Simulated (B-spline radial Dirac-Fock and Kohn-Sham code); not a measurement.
**Ionisation of each subshell: Pd⁴⁵⁺**

System: the Pd⁴⁵⁺ ion, configuration 1s1; nuclear rms radius 4.5318 fm (A = 106).

Model: Dirac-Fock ΔSCF + Breit + QED. Program: an atomic code on a B-spline grid. Correlation and solid-state effects are left out. Energies are counted from the vacuum level.

All terms are in eV, carry their sign (relaxation lowers the binding energy) and add up to the binding energy; ⟨r⟩ is the mean radius of the orbital in the initial state.

```
subshell  −ε (Koopmans)  relaxation  Gaunt  retardation  self-energy  vacuum polarisation  binding energy  ⟨r⟩ (bohr)
  K (1s)        29648.7        0.00   0.00         0.00       -29.52                 3.65         29622.8       0.031
```

For the deepest level, K (1s), the Breit terms make up 0.000 % of the binding energy, QED -0.087 % and orbital relaxation 0.000 %.

Going to the tabulated ground configuration of the next ion removes an electron from K (1s), computed at 29622.8 eV. NIST lists 29622.68 ± 0.007 eV as the ionisation energy of this species (theoretical), -0.10 eV from the computed value.
